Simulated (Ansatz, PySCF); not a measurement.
C₂H₇BrSi, SMILES C[SiH](C)Br.

Geometry optimised at PBE0-D3(BJ)/def2-SVP.

Vertical ionisation energy (IE) and electron affinity (EA) in eV. Rows of orbital energies are one-electron estimates. Where ΔSCF, EOM or ADC give a negative EA the extra electron is unbound and the value depends on the basis.

| level | IE | EA |
|---|---|---|
| −ε(HOMO), −ε(LUMO), r2SCAN/def2-TZVP (PySCF) | ? | ? |
| −ε(HOMO), −ε(LUMO), PBE/def2-TZVP (PySCF) | 6.81 | 0.38 |
| ΔSCF, PBE0/def2-SVPD (Ansatz), final states of multiplicity 2 and 2 | 10.20 | -1.46 |
| ΔSCF, PBE/def2-SVPD (Ansatz), final states of multiplicity 2 and 2 | 9.85 | -1.25 |

What belongs in the gaps? (The exact figures need the calculation; the answer reports its results.)


- −ε(HOMO), −ε(LUMO), r2SCAN/def2-TZVP (PySCF), IE: 7.14
- −ε(HOMO), −ε(LUMO), r2SCAN/def2-TZVP (PySCF), EA: -0.01

What vertical singlet–triplet gap does ΔSCF give with PBE0/def2-SVPD (Ansatz, a quantum-chemistry and plane-wave program) and with PBE/def2-SVPD (Ansatz)? (The exact figures need the calculation; the answer reports its results.)

6.65 and 6.24 eV (triplet above singlet where positive).
